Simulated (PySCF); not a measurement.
## Osmium: highly charged ions in a basis for the neutral atom

Os¹⁴⁺ [Kr] 4d10 4f14 5s2. All numbers are calculated (PySCF 2.14, scalar relativity through the core potential, in cc-pVDZ-PP with ECP60MDF (4s4p3d1f, 38 functions)). No spin-orbit coupling, so a gap to NIST mixes the basis error with missing relativistic terms.

Changed run: basis of the neutral atom used for a highly charged ion. This setting is unsound on purpose.

| species | method | sound run (hartree) | changed run (hartree) | converged |
| --- | --- | --- | --- | --- |
| Os¹⁴⁺ | UHF | not run | -26.08992 | yes |
| Os¹⁴⁺ | PBE | not run | -26.21209 | yes |
| Os¹⁴⁺ | B3LYP | not run | -26.19495 | yes |

The contracted functions were made for the neutral atom and can be too rigid for a highly charged ion.
